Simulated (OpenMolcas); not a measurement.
**In-: terms and fine structure**

```yaml
Program: OpenMolcas
Method: CASSCF
Basis: ANO-RCC-VTZP [7s6p4d2f1g]
Scalar_Hamiltonian: DKH2, point nucleus
Active_space: 4 electrons in 4 orbitals (5s 5p)
State_averaging: 2S+1 = 3 even, 3 roots; 2S+1 = 1 even, 6 roots; 2S+1 = 5 odd, 1 root; 2S+1 = 3 odd, 5 roots
Spin-orbit_coupling: state interaction with AMFI integrals over the reference wave functions, term energies averaged over their components
```

Spin-free terms above the lowest, with the occupations of the reference:

| Configuration | Term | E (cm⁻¹) | Occupations |
| --- | --- | --- | --- |
| 5s² 5p² | ³P | 0.0 | 5s 1.97 5p 2.03 |

With spin-orbit coupling, above the lowest level:

| Configuration | Term | J | E (cm⁻¹) | g | Term weight % |
| --- | --- | --- | --- | --- | --- |
| 5s² 5p² | ³P | 0 | 0.0 |  | 99 |
| 5s² 5p² | ³P | 1 | 676 | 1.501 | 100 |
| 5s² 5p² | ³P | 2 | 1596 | 1.493 | 98 |

Spin-orbit coupling puts the lowest level 1182 cm⁻¹ below the lowest spin-free term.

For ³P the intervals divided by the larger J are 676.1, 460.1 cm-1. Landé's interval rule makes them equal in pure LS coupling; they differ by 38 % of their mean. The multiplet is regular.

Without dynamic correlation excited terms often stand tens of per cent too high (terms of higher spin than the ground term too low), and those without a measured partner can miss by more than the paired ones. No diffuse functions were added, so excited terms of the anion can stand markedly too high. Only configurations of the active space appear. The first state left out of the spin-orbit step lies near 44000 cm-1 above the lowest spin-free state of the reference (among the parities and spins computed), and the list stops at four fifths of that energy or lower. Levels above the detachment limit are left out.

The term weight is that of the spin-free term in the level, not the purity of its configuration.
